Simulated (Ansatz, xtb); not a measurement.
## AlFH3InN: which of two structures lies lower

Structure I: a doublet given by its coordinates. Structure II: a doublet given by its coordinates. Both are isolated molecules in the gas phase, relaxed with r2SCAN-D4/def2-SVP.

I (Å):

```csv
atom,x (Å),y (Å),z (Å)
Al,1.5553,0.0128,0.3111
F,2.9573,0.9974,-0.0569
In,2.9779,0.0085,-2.2714
N,0.0747,0.9822,0.5161
H,-0.0865,1.9105,0.1376
H,-0.7990,0.6104,0.8771
H,1.8048,-1.2936,1.1761
```

Close contacts (Å): Al1–F2 1.75, Al1–In3 2.95, Al1–N4 1.78, F2–In3 2.43, Al1–H7 1.59, N4–H5 1.02, N4–H6 1.02.

II (Å):

```xyz
7

Al    0.1646    1.8638    0.3316
F    -1.2593    2.1382    1.1812
In   -0.4326    1.4071   -2.4849
N     0.1672    0.1356   -0.3870
H     1.0372   -0.3906   -0.4840
H    -0.5642   -0.5242   -0.1146
H     1.5383    2.4876    0.8185
```

Close contacts (Å): Al1–F2 1.68, Al1–In3 2.92, Al1–N4 1.87, In3–N4 2.53, Al1–H7 1.59, N4–H5 1.02, N4–H6 1.02.

Task: Estimate E(II) − E(I) at the level CCSD(T)/def2-SVP + ΔMP2/def2-TZVPP.

Result: Calculated at CCSD(T)/def2-SVP + ΔMP2/def2-TZVPP: E(II) − E(I) = −19.6 kJ/mol, so structure II lies lower.

How the difference moves with the method:

```
                             level            geometry  E(II) − E(I) (kJ/mol)  departure from the last row (kJ/mol)  job, with rough time for the two
                r2SCAN-D4/def2-SVP  r2SCAN-D4/def2-SVP                   −16.8                                  +2.8             optimisation, 4.2 min
                       HF/def2-SVP  r2SCAN-D4/def2-SVP                   −12.0                                  +7.6           part of the CCSD(T) run
                      MP2/def2-SVP  r2SCAN-D4/def2-SVP                   −20.9                                  −1.3           part of the CCSD(T) run
                  CCSD(T)/def2-SVP  r2SCAN-D4/def2-SVP                   −20.2                                  −0.6                      single point
CCSD(T)/def2-SVP + ΔMP2/def2-TZVPP  r2SCAN-D4/def2-SVP                   −19.6                                                      single point, 67 s
```

The levels shown agree on the order. The largest departure from CCSD(T)/def2-SVP + ΔMP2/def2-TZVPP is that of HF/def2-SVP, 7.6 kJ/mol. Levels run at GFN2-xTB geometries aren't shown. The last row adds to CCSD(T) the change of the MP2 difference between the two basis sets, here +0.6 kJ/mol.

With harmonic frequencies from r2SCAN-D4/def2-SVP (ideal gas, rigid rotor, one conformer each, 298.15 K, 1 atm): the zero-point term adds +1.4 kJ/mol; ΔH is −19.2 and ΔG −17.4 kJ/mol.

Open shells are spin-unrestricted. The correlated steps freeze 11 core orbitals; the filled d shell of In is correlated, in a basis made for valence electrons. Atoms past krypton carry core potentials in the def2 sets and no spin–orbit term is included. Programs: Ansatz 0.2.0; the last row on 2 threads of Arm Neoverse V2 on a shared host.
